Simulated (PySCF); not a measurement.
**Cr(OH)2, quintet: molecular constants**

All numbers come from UPBE0 in PySCF with Cr def2-SVP, O def2-SVP, H def2-SVP; no relativity; density-fitted integrals.

The structure is a saddle point with 1 imaginary mode.

Coordinates in bohr (charge 0 multiplicity 5):
```
Cr    0.0000    0.0000    0.0000
O     0.0041    0.0000    3.3857
O    -0.0041    0.0000   -3.3857
H    -1.3674    0.0000    4.5767
H     1.3674    0.0000   -4.5767
```

```json
{
 "Point group": "C2h",
 "Bond lengths": "Cr–O 1.792 Å (×2), O–H 0.961 Å (×2)",
 "Bond angles": "Cr–O–H 130.9° (×2), O–Cr–O 180.0°",
 "Rotational constants": "17.68, 0.1471, 0.1459 cm⁻¹",
 "Spin squared ⟨S²⟩": "6.053",
 "Highest occupied level (α)": "-5.92 eV",
 "Principal quadrupole moments (Buckingham, traceless) about the centre of mass": "-10.24, -0.26, 10.50 D Å",
 "Principal polarisabilities": "22.8, 25.6, 48.3 bohr³",
 "Atomisation energy without zero-point energy": "1566 kJ/mol",
 "Lowest empty level (α)": "-2.11 eV",
 "Dipole moment": "0.00 D",
 "Zero-point energy (real modes)": "65.3 kJ/mol"
}
```

Harmonic modes (masses in u: Cr 51.941, O 15.995, H 1.008):
| symmetry | ω (cm⁻¹) | IR (km/mol) | μ (u) |
| --- | --- | --- | --- |
| au | 90i | – | 4.76 |
| bu | 159 | 12.8 | 5.40 |
| bu | 455 | 315 | 1.23 |
| ag | 474 | 0.0 | 1.18 |
| au | 553 | 208 | 1.24 |
| ag | 637 | 0.0 | 6.40 |
| bu | 776 | 213 | 10.54 |
| bu | 3927 | 191 | 1.07 |
| ag | 3930 | 0.0 | 1.07 |

In C2h the vibrations span 2au + 4bu + 3ag. The ag modes carry no infrared intensity, as symmetry demands. With a centre of inversion only u modes can be infrared active and only g modes Raman active.

Charges (e):
```tsv
atom	Mulliken	Löwdin	polar tensor	spin (Mulliken)	Mayer order to Cr1
Cr1	0.73	0.38	1.10	4.18	–
O2,3	-0.55	-0.26	-0.84	-0.10	1.04
H4,5	0.18	0.07	0.29	0.01	0.02
```
Other Mayer orders above 0.3: O–H 0.96 (×2).

Mulliken populations on Cr1: s 6.51, p 12.33, d 4.43, f 0.01.

Other isomers or separated fragments may lie lower. Open d and f shells are described by one determinant, and the ground state may have another occupation or spin. At this level a quintet minimum of C2 symmetry lies 5 kJ/mol below this structure.

The final relaxation and frequency run took roughly 8 core-minutes on a shared host.
